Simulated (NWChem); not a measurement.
Species: C2H4N3 cation; SMILES [nH]1[nH+]cnc1

```xyz
9

C     -1.0526    -0.4402     0.0000
N     -0.0018    -1.2449     0.0000
C      1.0513    -0.4432     0.0000
N      0.6705     0.8382     0.0000
N     -0.6681     0.8402     0.0000
H     -2.1024    -0.7405     0.0000
H      2.1003    -0.7465     0.0000
H      1.2219     1.6968     0.0000
H     -1.2170     1.7003     0.0000
```
Atoms are numbered in this order, from 1.

Computed with NWChem. Pople sets run with spherical d functions. Geometry: optimised at PBE0/def2-SVP. B3LYP is NWChem's, with the RPA form of VWN correlation. Vzz is the largest principal value of the second derivative of the potential at the nucleus (NWChem prints the opposite sign); η is the asymmetry. Non-relativistic.

```
level           Vzz N2 (a.u.)  η N2  Vzz N5 (a.u.)  η N5
--------------  -------------  ----  -------------  ----
PBE/6-31G*             -0.849  0.00         -0.746  0.85
PBE/def2-SVP           -0.905  0.03         -0.754  0.85
B3LYP/def2-SVP         -0.964  0.06         -0.774  0.87
B3LYP/6-31G*           -0.906  0.02            [?]  0.87
```

Q: Complete the blanks.

A: 
- B3LYP/6-31G*, Vzz N5 (a.u.): -0.766
